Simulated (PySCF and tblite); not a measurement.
The numbers below are computed, except where a source is named.
Stationary points of C5H12OSi at GFN2-xTB, in Å:

Structure A

```
 1 C     1.870    0.681    0.695
 2 O     1.821   -0.547    0.017
 3 C     0.558   -0.994   -0.439
 4 C    -0.497   -1.172    0.670
 5 C    -1.308    0.108    0.905
 6 Si   -1.362    0.994   -0.780
 7 C    -0.030   -0.115   -1.562
 8 H     2.928    0.922    0.796
 9 H     1.372    1.481    0.138
10 H     1.429    0.613    1.696
11 H     0.812   -1.983   -0.842
12 H    -0.008   -1.516    1.584
13 H    -1.176   -1.961    0.342
14 H    -0.837    0.732    1.662
15 H    -2.295   -0.146    1.290
16 H    -0.984    2.409   -0.699
17 H    -2.658    0.856   -1.452
18 H    -0.469   -0.766   -2.316
19 H     0.778    0.425   -2.054
```

Structure B

```
 1 C     2.156    0.398    1.015
 2 O     1.297    0.503   -0.086
 3 C     0.528   -0.653   -0.372
 4 C    -0.556   -0.905    0.683
 5 C    -1.481    0.315    0.702
 6 Si   -1.475    0.947   -1.099
 7 C    -0.191   -0.333   -1.677
 8 H     2.787    1.286    1.000
 9 H     1.613    0.364    1.967
10 H     2.789   -0.496    0.941
11 H     1.199   -1.526   -0.457
12 H    -0.121   -1.102    1.665
13 H    -1.110   -1.796    0.383
14 H    -1.077    1.072    1.374
15 H    -2.464    0.045    1.083
16 H    -1.011    2.327   -1.224
17 H    -2.768    0.759   -1.768
18 H    -0.647   -1.235   -2.081
19 H     0.522    0.039   -2.409
```

Structure C

```
 1 C     1.922    0.584    0.983
 2 O     1.747   -0.073   -0.243
 3 C     0.584   -0.865   -0.482
 4 C    -0.417   -1.032    0.668
 5 C    -1.329    0.195    0.810
 6 Si   -1.377    0.999   -0.921
 7 C    -0.177   -0.267   -1.676
 8 H     2.892    1.075    0.902
 9 H     1.158    1.345    1.167
10 H     1.954   -0.110    1.831
11 H     0.977   -1.859   -0.751
12 H     0.090   -1.270    1.604
13 H    -1.031   -1.897    0.406
14 H    -0.941    0.881    1.561
15 H    -2.311   -0.116    1.166
16 H    -0.857    2.369   -0.914
17 H    -2.706    0.956   -1.537
18 H    -0.717   -1.062   -2.192
19 H     0.540    0.147   -2.381
```

Geometries: GFN2-xTB; energies: PBE0/pcSseg-1 + D3(BJ), IEF-PCM cyclohexane; zero-point and thermal terms from GFN2-xTB harmonic modes (soft modes blended into free rotors).

Q: Which structure is a saddle point, and along which motion?

A: C: one imaginary mode (150i cm⁻¹ at GFN2-xTB, mostly on O2, C1, H9), along the rotation about the C3–O2 bond (torsion C4–C3–O2–C1 from 70° to -59°, falling).

Q: Give their symmetry and energies above the lowest.

A: A C1, 4.2 kcal/mol; B C1, 0.0 kcal/mol; C C1, 6.5 kcal/mol.
